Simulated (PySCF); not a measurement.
# Polarisability and C₆ of V (vanadium, neutral)

[Ar] 3d3 4s2, high-spin 4F determinant. Calculation: PySCF 2.14, in x2c-QZVPPall with one added diffuse shell each of s, p, d, f, g type (12s8p6d4f3g, 121 functions); scalar relativity by spin-free X2C-1e. Coupled (time-dependent) response in atomic units; α is the mean over directions.

```tsv
method	mean α (bohr³)	C₆ (like pair)	S(−4)
UHF	126.0	1393	28680
PBE	91.14	979.6	4686
```

S(−4) is the Cauchy moment in α(ω) = α(0) + S(−4) ω² + …

Reference α: 87 ± 10 bohr³ (recommended; Schwerdtfeger and Nagle, table of static dipole polarizabilities (2023 update)). Published C₆: 832.0 (Chu and Dalgarno (2004); Tang, Norbeck and Certain (1976)).

Hartree-Fock lies above the reference because it lacks correlation, which contracts the outer shell.

α(iu) at UHF:

```csv
u (hartree),α(iu) (bohr³)
0,126.0
0.0500,99.45
0.100,71.83
0.200,36.66
0.300,21.46
0.500,10.36
0.750,5.882
1.00,3.996
1.50,2.331
2.00,1.570
3.00,0.8660
5.00,0.3811
```

A single London oscillator, α(iu) = α/(1 + u²/ω²), gives C₆ = (3/4) ω α². Matching the computed C₆ needs ω = 4 × 1393 / (3 × 126.0²) = 0.117 hartree.
